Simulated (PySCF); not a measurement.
NdCl2 at several levels of theory

Computed with PySCF 2.14.0 (density fitting, no spin-orbit coupling) at the geometry relaxed with PBE0:

```xyz
3
NdCl2 (singlet in the valence; each metal's 4f electrons, 4 of them, lie in its core potential, out of spins and levels)
Nd    0.0000    0.0000   -0.3228
Cl    2.4299    0.0000    0.7448
Cl   -2.4299    0.0000    0.7448
```

```json
{"level": "PBE0", "basis": "Nd lcecp-0-SVP with ECP50, Cl def2-SVP", "state": "singlet", "HOMO (eV)": "–", "gap (eV)": "–", "charge on Nd1 (e)": "0.86", "population of f-type functions on Nd1 (polarisation alone where 4f lies in the core)": "0.02", "dipole about the centre of mass (D)": "6.24", "largest force component (eV/Å)": "0.01"}
{"level": "wB97X", "basis": "the same", "state": "singlet", "HOMO (eV)": "–", "gap (eV)": "–", "charge on Nd1 (e)": "0.90", "population of f-type functions on Nd1 (polarisation alone where 4f lies in the core)": "0.02", "dipole about the centre of mass (D)": "6.53", "largest force component (eV/Å)": "0.10"}
{"level": "revPBE", "basis": "the same", "state": "singlet", "HOMO (eV)": "–", "gap (eV)": "–", "charge on Nd1 (e)": "0.75", "population of f-type functions on Nd1 (polarisation alone where 4f lies in the core)": "0.02", "dipole about the centre of mass (D)": "5.92", "largest force component (eV/Å)": "0.18"}
```

In the lcecp rows the 4f levels are missing from HOMO and gap, and the state counts the valence alone.

Charges are Mulliken's, which hang on the basis. The relaxation used the grid (50, 194), these runs (75, 302) or, all-electron (x2c bases, spin-free X2C Hamiltonian), (99, 590).

Q: What does PBE0 with Nd lcecp-0-TZVP with ECP50, Cl def2-TZVP give here?

A: state singlet, charge on Nd1 (e) 1.19, population of f-type functions on Nd1 (polarisation alone where 4f lies in the core) 0.04, dipole about the centre of mass (D) 6.44, largest force component (eV/Å) 0.03. Time: 3.6 s on 2 threads of AMD EPYC 9R45 96-Core Processor (Zen 5) (shared host), from free ions and atoms.

An lcecp potential fixes the number of 4f electrons, so in runs with it no electron can move into or out of that shell; real Nd(II) is rare or takes another configuration.
